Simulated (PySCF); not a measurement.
C3H4ClFSi, SMILES C([Si@@H](CF)Cl)#C.

The structure is a stationary point at PBE-D3(BJ)/def2-SVP. The structure was generated by enumeration; whether it is a known compound was not checked. The values are those of a single conformer.

The numbers are results of PySCF with M06-2X/def2-TZVP, not measurements.

Gas-phase values at a fixed geometry.

Computed frontier levels, gap, dipole moment and polarisability:
```json
{
  "highest_occupied_level": "-9.65 eV",
  "lowest_empty_level": "-0.12 eV",
  "orbital_gap": "9.53 eV",
  "dipole_moment": "0.73 D",
  "quadrupole, principal values (traceless, Buckingham form, about the centre of nuclear charge)": "-13.32, 0.15, 13.18 D·Å",
  "mean_static_polarisability": "69.4 bohr³ (10.29 Å³)",
  "polarisability_principal_values": "54.9, 65.6, 87.7 bohr³"
}
```
